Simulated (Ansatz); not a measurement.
Be₃Se₂. Charge 0, multiplicity 1. Geometry r2SCAN-D4/def2-SVP.

```
atom   x (Å)   y (Å)   z (Å)
 Be1  -0.029  -0.216   0.880
 Be2  -0.554   1.095  -0.895
 Be3   0.625  -0.564  -1.265
 Se4  -1.195   1.496   1.008
 Se5   1.153  -1.810   0.272
```

The 6-31G sets use Cartesian d functions. B3LYP takes the VWN-RPA correlation. The structure comes from a short search, and lower isomers may exist.

(1) Estimate the orbital energies around the gap (eV) in Ansatz with HF/6-31G, PBE-D4/def2-SVP, PBE-D4/def2-TZVPD, BLYP-D4/def2-TZVP, B3LYP-D4/def2-TZVP.

## Answers

(1) 
```tsv
orbital	HF/6-31G	PBE-D4/def2-SVP	PBE-D4/def2-TZVPD	BLYP-D4/def2-TZVP	B3LYP-D4/def2-TZVP
HOMO−13	-69.66	-53.20	-53.22	-52.99	-56.83
HOMO−12	-69.64	-53.18	-53.20	-52.97	-56.81
HOMO−11	-69.64	-53.17	-53.20	-52.97	-56.81
HOMO−10	-69.63	-53.17	-53.20	-52.96	-56.81
HOMO−9	-69.62	-53.17	-53.20	-52.96	-56.81
HOMO−8	-24.33	-16.89	-16.85	-16.64	-18.44
HOMO−7	-24.00	-16.74	-16.69	-16.49	-18.26
HOMO−6	-13.97	-9.48	-9.45	-9.16	-10.40
HOMO−5	-11.68	-7.90	-7.93	-7.68	-8.75
HOMO−4	-11.39	-7.77	-7.74	-7.49	-8.56
HOMO−3	-11.08	-7.48	-7.45	-7.21	-8.24
HOMO−2	-10.25	-6.82	-6.85	-6.57	-7.57
HOMO−1	-9.18	-6.02	-6.09	-5.82	-6.77
HOMO	-9.12	-5.72	-5.78	-5.61	-6.57
LUMO	0.16	-3.51	-3.50	-3.29	-2.88
LUMO+1	1.05	-2.42	-2.50	-2.24	-1.84
LUMO+2	1.37	-2.23	-2.30	-2.15	-1.73
LUMO+3	3.05	-0.89	-1.10	-0.87	-0.45
LUMO+4	3.09	-0.79	-0.90	-0.62	-0.15
LUMO+5	4.21	0.19	0.00	0.29	0.69
```
